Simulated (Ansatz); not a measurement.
Compare A (`[GaH2][C]1=NC1`) with its isomer B (`N=C=[CH][GaH2]`).

Computed with Ansatz on PBE0-D4/def2-TZVP structures; ΔE is electronic, products minus reactants. CBS: MP2 limit from def2 TZ/QZ plus the TZ coupled-cluster correction, frozen cores. Functionals use def2-TZVPP. B3LYP here is the variant with VWN-RPA as its local correlation; programs differ in this. For Ga outer-core shells are correlated without core-valence functions, which leaves a few kJ/mol of doubt a bond. Scalar relativity is left out up to krypton. Each species was taken in one conformer, which may not be the lowest.

Question: Which is lower in electronic energy at CCSD(T)/CBS, and by how much? (An estimate is asked.)

Answer: Ansatz gave: B, by 25.0 kcal/mol.

Question: Give E(B) − E(A) in kcal/mol with LDA (SPW92), B3LYP, CCSD(T)/def2-TZVPP, HF/def2-TZVPP, BLYP-D4, r2SCAN-D4, MP2/def2-TZVPP. (Best estimate.)

Answer: Ansatz gave: LDA (SPW92) -29.8, B3LYP -29.9, CCSD(T)/def2-TZVPP -24.5, HF/def2-TZVPP -28.2, BLYP-D4 -31.2, r2SCAN-D4 -29.6, MP2/def2-TZVPP -24.5. None reverses the order clearly.

Question: Does the order hold for the free energy at 298.15 K (harmonic terms from PBE0-D4)? (Estimate.)

Answer: The calculation gave: Yes: G(B) − G(A) = -25.0 kcal/mol, for one conformer each.

Largest T1 diagnostic: 0.015.

From PBE to PBE0 (25 % exact exchange), in def2-TZVPP and without D4, E(B) − E(A) moves by +1.3 kcal/mol. Leaving LDA and LC-ωPBE aside and taking each functional with its dispersion term where it has one, the values, not all of them listed here, spread over 7.6 kcal/mol, from BLYP-D4 to ωB97X-V. LDA lies −1.9 kcal/mol from PBE without D4.
